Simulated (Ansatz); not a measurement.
`[AlH2][O]C[SiH3]` and `[CH3][AlH][O]C[SiH3]` differ in one atom or group.

Ansatz, PBE0-D4/def2-TZVP geometries, multiplicity 1. Each molecule was computed in one conformer, which needn't be the lowest.

```tsv
property	`[AlH2][O]C[SiH3]`
LUMO energy (PBE/def2-TZVPP) / eV	-1.85
size of the dipole moment (ωB97M-V/def2-TZVPP) / D	0.94
LUMO energy (B3LYP/def2-TZVPP) / eV	-1.29
size of the dipole moment (PBE/def2-TZVPP) / D	0.92
LUMO energy (PBE0/def2-TZVPP) / eV	-1.08
HOMO energy (ωB97M-V/def2-TZVPP) / eV	-9.98
```

(1) What does the change do to each property? (An estimate is asked.)

Results:

(1) Computed: 
| property | `[CH3][AlH][O]C[SiH3]` | shift |
| --- | --- | --- |
| LUMO energy (PBE/def2-TZVPP) / eV | -1.37 | 0.48 |
| size of the dipole moment (ωB97M-V/def2-TZVPP) / D | 0.76 | -0.18 |
| LUMO energy (B3LYP/def2-TZVPP) / eV | -0.81 | 0.48 |
| size of the dipole moment (PBE/def2-TZVPP) / D | 0.82 | -0.10 |
| LUMO energy (PBE0/def2-TZVPP) / eV | -0.59 | 0.49 |
| HOMO energy (ωB97M-V/def2-TZVPP) / eV | -9.83 | 0.15 |

With PBE0 the HOMO rises by 0.16 eV and the LUMO rises by 0.49 eV, so the gap widens by about 0.33 eV. PBE moves the HOMO by 0.18 eV and ωB97M-V by 0.15 eV. Dipoles are sizes alone; their direction can turn.

B3LYP here is the variant with VWN-RPA as its local correlation; programs differ in this.
